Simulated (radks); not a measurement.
Fractional charge and spin in the 3p shell of copper: the spin-up occupation runs from 2 to 3 and the spin-down occupation from 2 to 3; the fullest corner is Cu2+, [Ne] 3s2 3d(up 4.5, down 4.5) 3p(up 3, down 3). Calculated with a radial shooting solver on a logarithmic mesh with Libxc functionals: non-relativistic Kohn-Sham, PBE, spin-polarised, spherical densities, point nucleus. Energy (eV) minus the two flat planes that join the four corners (they meet along the diagonal where the two added fractions sum to one electron); zero is where a piecewise linear energy would lie.

| down \ up | 2 | 2.25 | 2.5 | 2.75 | 3 |
|---|---|---|---|---|---|
| 2 | 0.000 | -2.150 | -2.848 | -2.121 | 0.000 |
| 2.25 | -2.150 | -2.750 | -1.927 | 0.288 | -1.942 |
| 2.5 | -2.848 | -1.927 | 0.384 | -1.751 | -2.563 |
| 2.75 | -2.121 | 0.288 | -1.751 | -2.469 | -1.902 |
| 3 | 0.000 | -1.942 | -2.563 | -1.902 | 0.000 |

Corners above the fullest one (they belong to Cu3+ and the next ion): (up 3, down 2) 106.63 eV, (up 2, down 3) 106.63 eV, (up 2, down 2) 236.48 eV. With half an added electron in each spin the energy lies 0.384 eV from the planes, and with half an added electron in spin up alone -2.848 eV. The planes are only a guide here: the flat-plane condition holds for ground states with one frontier orbital, while this shell lies below other occupied shells, so the corners above the fullest one are inner-hole states and not the ground states of those ions.
